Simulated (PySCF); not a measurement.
Computed IR spectrum (relative IR intensity) of a molecule C₃H₁₂N₂Si. The structure is a stationary point at PBE-D3(BJ)/def2-SVP. One conformer was computed; it need not be the lowest. Calculation: PBE-D3(BJ)/def2-SVP in PySCF. Frequencies are harmonic and unscaled.

Lines under 2 % of the strongest are left out, and lines within 2 cm⁻¹ are merged.

```csv
ν (cm⁻¹),relative intensity
287,3.6
453,36
483,40
629,17
685,2.2
751,13
773,25
802,8.7
886,100
929,23
947,32
1054,3.2
1058,19
1079,7.9
1137,96
1152,9.0
1240,12
1317,5.4
1342,8.0
1351,22
1375,48
1395,4.1
1411,4.1
1414,2.9
2095,96
2110,58
2907,92
2962,10
2969,21
2998,4.2
3038,6.7
3049,13
3063,12
3499,4.0
3508,4.5
```

Which structure fits?
(A) CCCN[SiH2]N
(B) CCN[SiH2]NC
(C) CC(C)(N)[SiH2]N
(D) CN[Si@@H](C)CN

B, CCN[SiH2]NC
